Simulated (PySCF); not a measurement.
# Structure from NMR data

An unknown has the formula C6H12Si2. Its calculated NMR data are:

¹H NMR (500 MHz, computed): δ 6.43 (m, 1H), 5.63 (m, 1H), 5.35 (m, 1H), 5.23 (m, 1H), 4.85 (m, 1H), 4.84 (m, 1H), 3.94 (d, 3H), 3.48 (m, 1H), 1.98 (m, 1H), 1.83 (m, 1H).

¹³C{¹H} NMR (computed): δ 175.1 (C), 143.0 (CH), 128.8 (CH), 118.8 (CH2), 47.6 (CH), 17.0 (CH2).

PySCF 2.14.0 with density-fitted response routines calculation with GFN2-xTB structure and GIAO PBE0/pcSseg-1 shieldings; isolated molecule, non-relativistic, fast rotation and ring inversion assumed for equivalent nuclei, one computed conformer.

Scale: ¹H (31.72 ppm), ¹³C (186.93 ppm) vs TMS (reference shieldings calculated alike).

Question: Which of these isomers gave the spectra?
A. C=C[C@H]([SiH3])C1=C[SiH2]C1
B. C=C[Si@H](C)C1=C[SiH2]C1
C. C=C[C@@H](C)C1=C[SiH2][SiH2]1

Answer: A. 

- The formula gives 3 degrees of unsaturation (1 ring in the answer).
- 6 carbon signals for 6 carbons: no two carbons are equivalent.
- Carbon types of the structure: 1 × C, 3 × CH, 2 × CH2, leaving 5 H on heteroatoms.
- δC 175.1: fully substituted alkene carbon.
- δC 143.0, 128.8: alkene CH; the olefinic region.
- δC 118.8: terminal =CH2 carbon; the olefinic region.
- δH 6.43, 5.63: hydrogen on an alkene CH; attached to an sp2 carbon and in the plane of the double bond.
- δH 1.98, 1.83: hydrogen on an allylic sp3 CH2 bonded to Si; allylic position.

The others: C=C[Si@H](C)C1=C[SiH2]C1 has carbons computed at 181.6, 159.1, 142.6, 141.8, 22.8, -4.4, with a different DEPT pattern; C=C[C@@H](C)C1=C[SiH2][SiH2]1 has carbons computed at 187.2, 157.4, 150.2, 123.1, 52.1, 24.0, with a different DEPT pattern.

Shifts are as computed. Against solution values, carbons near 30 ppm lie about +3 ppm off and those near 130 ppm about +5 ppm. Of 1211 compounds with measured shifts, 218 miss one by over three times the rms of a fit or turn the order of signals round; such compounds aren't used in these exercises. Multiplicities follow the n + 1 count of equivalent neighbours, as no J values were calculated; m marks all less simple cases, F and P coupling included.
